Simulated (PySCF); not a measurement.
Species: GeH₆N₂.
Atom-mapped SMILES: `[NH2:1][NH:2][GeH3:3]` (hydrogens: H4, H5 on N1; H6 on N2; H7, H8, H9 on Ge3)

Geometry (PBE0-D3(BJ)/def2-SVP, Å), atoms numbered from 1 in this order:
```
atom  x, y, z in Å
N1    -1.499   -0.108   -0.055
N2    -0.260   -0.685   -0.349
Ge3    1.301    0.043    0.287
H4    -1.783   -0.357    0.890
H5    -1.485    0.912   -0.121
H6    -0.249   -1.084   -1.282
H7     2.471   -0.722   -0.357
H8     1.404    1.556   -0.042
H9     1.312   -0.106    1.821
```

Computed, not measured: PBE0-D3(BJ)/def2-SVP geometry optimisation, gas phase (PySCF 2.14.0).

Take the most abundant isotopes and a rigid rotor. The values belong to one conformer with, in the numbering `[NH2:1][NH:2][GeH3:3]`, H–N1–N2–Ge3 -78° and 42°.

What are A, B and C (MHz)?

Ia = 17.63, Ib = 132.98, Ic = 141.26 u·Å²; 505379 MHz·u·Å²/I gives A = 28672, B = 3801, C = 3578 MHz.

Classify the top.

A near-prolate asymmetric top. Ray's parameter κ = (2B − A − C)/(A − C) = -0.982; −1 is the prolate and +1 the oblate limit.

Is it planar, by Δ = Ic − Ia − Ib?

Not planar: Δ = Ic − Ia − Ib = -9.34 u·Å². For a rigid frame Δ = −2 Σ m c², so Σ m c² = 4.67 u·Å² lies off the ab plane: 4.62 from hydrogen and 0.05 from heavier atoms. The atom farthest from that plane is 1.28 Å away.

Give the other two planar moments, Paa and Pbb, and the rms extents of the mass along the axes.

Paa = Σ m a² = (Ib + Ic − Ia)/2 = 128.31 and Pbb = Σ m b² = (Ia + Ic − Ib)/2 = 12.96 u·Å². With the mass M = 107.97 u, the rms extents √(P/M) along a, b and c are 1.09, 0.35, 0.21 Å.

List the rotational levels J(Ka,Kc) to J = 3 (MHz).

Above 0(0,0):
J = 1: 1(0,1) 7378, 1(1,1) 32249, 1(1,0) 32472
J = 2: 2(0,2) 22133, 2(1,2) 46783, 2(1,1) 47452, 2(2,1) 122065, 2(2,0) 122067
J = 3: 3(0,3) 44261, 3(1,3) 68582, 3(1,2) 69920, 3(2,2) 144200, 3(2,1) 144207, 3(3,1) 269114, 3(3,0) 269114
Those of J = 1 are B + C, A + C and A + B.

Predict some low-J microwave lines.

The dipole components are |μa| = 0.37 D, |μb| = 0.61 D, |μc| = 0.33 D. The squared components, which scale the intensities, stand as 0.38 : 1.00 : 0.30 (a : b : c). Some of the stronger lines:

```tsv
type	branch	J(Ka,Kc)	MHz	lower level (cm⁻¹)
a	Q	3(1,2) ← 3(1,3)	1338	2.288
a	R	1(0,1) ← 0(0,0)	7378	0.000
a	R	3(2,1) ← 2(2,0)	22140	4.072
c	Q	1(1,1) ← 1(0,1)	24871	0.246
c	R	2(1,1) ← 1(0,1)	40073	0.246
b	R	3(1,3) ← 2(0,2)	46449	0.738
b	Q	3(2,2) ← 3(1,3)	75618	2.288
b	R	3(2,2) ← 2(1,1)	96748	1.583
b	Q	3(3,0) ← 3(2,1)	124907	4.810
b	R	3(3,1) ← 2(2,0)	147047	4.072
```

Not checked by PBE0-D3(BJ)/def2-SVP frequencies. These are rigid-rotor constants of the computed structure; measured ground-state constants (B0) also hold zero-point vibration. A rigid rotor knows nothing of inversion at nitrogen or internal rotation, which can split or shift real lines. Quadrupole hyperfine structure (14N) is left out.
